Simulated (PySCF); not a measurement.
C2H6GeO3. Atoms are numbered in the order given.

```xyz
12

C      2.2072    -0.7543     0.3199
C      1.3167     0.1523    -0.4744
O      1.7131     0.9458    -1.2929
Ge    -0.6508     0.0668    -0.1316
O     -1.1104     1.1021     1.2428
O     -0.9557    -1.5895     0.4242
H      1.8491    -1.7927     0.2412
H      3.2496    -0.6634    -0.0160
H      2.1289    -0.4828     1.3862
H     -1.4786     0.4646    -1.3714
H     -1.4696     1.9545     0.9752
H     -1.7719    -1.6723     0.9298
```
Charge 0, spin multiplicity 1.

The structure is a stationary point at PBE0-D3(BJ)/def2-SVP. This is a generated structure with no PubChem entry under its InChIKey; it may be hypothetical. Other conformers were not sampled.

These are PBE/pcSseg-1 (PySCF) values and carry that method's errors.

GIAO shieldings, no solvent; atoms listed in one row are averaged. δ = σ(ref) − σ: ¹³C against TMS (σ = 182.0 ppm); ¹⁷O against H2O (σ = 334.3 ppm); ⁷³Ge against GeH4 (σ = 1614.4 ppm); ¹H against TMS (σ = 31.49 ppm), references at their B3LYP-D3(BJ)/def2-TZVP geometries, non-relativistic.

Computed chemical shifts:
| nucleus | atoms | count | δ (ppm) |
|---|---|---|---|
| ¹³C | C2 | 1 | 234.3 |
| ¹³C | C1 | 1 | 40.9 |
| ¹⁷O | O3 | 1 | 781.1 |
| ¹⁷O | O5 | 1 | 57.8 |
| ¹⁷O | O6 | 1 | 54.8 |
| ⁷³Ge | Ge4 | 1 | 303.9 |
| ¹H | H10 | 1 | 5.98 |
| ¹H | H7, H8, H9 | 3 | 2.92 |
| ¹H | H11, H12 | 2 | 1.41 |
